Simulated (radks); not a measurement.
Q: The table gives one normalised radial function P(r) = r R(r) of Gd0.5+ in [Xe] 4f7.5 5d1 6s1 (r in bohr). All-electron calculation, scalar-relativistic Kohn-Sham, PBE, spin-unpolarised, spherical densities, finite nucleus; Fermi nuclear charge, rms radius 5.1569 fm. Program: a radial shooting solver on a logarithmic mesh with Libxc functionals.

r	P
0.0009138	0.0400
0.001072	0.0455
0.001248	0.0514
0.001453	0.0580
0.001692	0.0652
0.001986	0.0735
0.002311	0.0821
0.002691	0.0913
0.003133	0.1011
0.003676	0.1118
0.00428	0.1221
0.004982	0.1322
0.0058	0.1417
0.006806	0.1504
0.007924	0.1566
0.009225	0.1597
0.01074	0.1588
0.0126	0.1519
0.01467	0.1384
0.01708	0.1167
0.01988	0.0859
0.02333	0.0431
0.02716	-0.0068
0.03162	-0.0639
0.03681	-0.1242
0.0432	-0.1843
0.05029	-0.2297
0.05855	-0.2533
0.06816	-0.2451
0.07999	-0.1936
0.09312	-0.1020
0.1084	0.0236
0.1262	0.1641
0.1481	0.2949
0.1724	0.3646
0.2007	0.3480
0.2337	0.2297
0.2742	0.0109
0.3192	-0.2362
0.3716	-0.4470
0.4326	-0.5450
0.5077	-0.4704
0.591	-0.2299
0.6881	0.1224
0.801	0.4987
0.94	0.8213
1.094	0.9924
1.274	1.0109
1.483	0.8988
1.74	0.6957
2.026	0.4827
2.359	0.2968
2.746	0.1607
3.222	0.0726
3.751	0.0292
4.367	0.0099
5.084	0.0027
5.966	0.0005
6.946	0.0001
8.086	0.0000
9.413	0.0000
11.05	0.0000
12.86	0.0000

Which n and l does it have? It may be an empty orbital.

A: n = 5, l = 0: the number of nodes gives n - l - 1 = 4, the rise at small r (about r^(l+1), flatter next to the nucleus through relativity) gives l, and the extent must fit the shell. The curve is that of 5s. 5s: eigenvalue -50.033 eV, 4 radial nodes at r = 0.0266, 0.106, 0.276, 0.655 bohr, <r> = 1.34 bohr, 90 % of the charge inside 1.94 bohr.
